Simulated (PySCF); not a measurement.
A PySCF script (with the pyscf-properties extension) for the NMR shieldings of SMILES CO[SiH2]O[SiH](O)O, CH8O4Si2, on a GFN2-xTB geometry:

```python
import basis_set_exchange as bse
import numpy as np
from pyscf import gto, dft
from pyscf.prop import nmr

atoms = """
C    -2.622519    0.244956   -0.176747
O    -1.236009    0.083018   -0.185751
Si   -0.391746   -1.139147   -0.861141
O     1.142339   -0.829895   -0.509557
Si    2.070263    0.209070    0.348313
O     3.542992    0.318856   -0.292886
O     1.352750    1.665284    0.341439
H    -3.119169   -0.651006    0.201046
H    -2.862365    1.088433    0.472238
H    -2.994188    0.447605   -1.183932
H    -0.516060   -1.114491   -2.316523
H    -0.752573   -2.417010   -0.254536
H     2.291784   -0.351199    1.663199
H     3.693257    0.788269   -1.110022
H     0.396832    1.665246    0.337293
"""
names = dict.fromkeys(["C", "O", "Si", "H"], "pcSseg-1")
basis = {el: gto.basis.parse(bse.get_basis(n, elements=[el], fmt="nwchem")) for el, n in names.items()}
mol = gto.M(atom=atoms, basis=basis, charge=0, verbose=0)
mf = dft.RKS(mol, xc="PBE0")
mf.grids.level = 2
mf.grids.alignment = dft.numint.BLKSIZE   # the property module wants whole blocks of grid points
mf.conv_tol = 1e-9
mf.kernel()

calc = nmr.RKS(mf)   # GIAO
C = mf.mo_coeff
Co = C[:, mf.mo_occ > 0]
resp = mf.gen_response(singlet=True, hermi=2)
def vind(x):   # induced exchange potential for any number of trial vectors
    d = np.einsum("pi,xij,qj->xpq", C, 2 * x.reshape(-1, C.shape[1], Co.shape[1]), Co, optimize=True)
    return np.einsum("xpq,pi,qj->xij", resp(d - d.transpose(0, 2, 1)), C, Co, optimize=True).ravel()
mo1, _ = nmr.rhf.solve_mo1(calc, with_cphf=vind)
sigma = calc.kernel(mo1)
for i, s in enumerate(sigma):   # ppm
    print("%2d %-2s %9.2f" % (i, mol.atom_pure_symbol(i), np.trace(s) / 3))
```

Q: Give the expected output.

A: 
```
 0 C     136.16
 1 O     320.56
 2 Si    384.72
 3 O     241.18
 4 Si    410.92
 5 O     280.36
 6 O     269.65
 7 H      27.96
 8 H      27.75
 9 H      27.92
10 H      26.75
11 H      26.72
12 H      27.43
13 H      29.36
14 H      29.08
```

These numbers come from an equivalent density-fitted implementation of the same equations, which agrees with the script to about 0.01 ppm for H and up to a few tenths of a ppm for heavy atoms, so last digits may differ.

Q: Turn these shieldings into chemical shifts. Shifts are taken against calculated references (same method and geometry level): ¹³C (σref 186.93), ²⁹Si (σref 349.16), ¹H (σref 31.72) against TMS; H2O for ¹⁷O (σref 336.08).

A: Averaging equivalent atoms: C 0: 50.8; O 3: 94.9; O 5/6: 61.1; O 1: 15.5; Si 2: -35.6; Si 4: -61.8; H 10/11: 4.98; H 12: 4.28; H 7/8/9: 3.84; H 13/14: 2.49 ppm. Experimental scales use liquid or dissolved standards, which lie at an offset from isolated H2O (liquid H2O: subtract about 36 ppm).

Size and cost of the density-fitted run: 173 basis functions, 27 s wall time on 1 thread of an Arm Neoverse V1, shared host; peak memory 0.73 GiB.
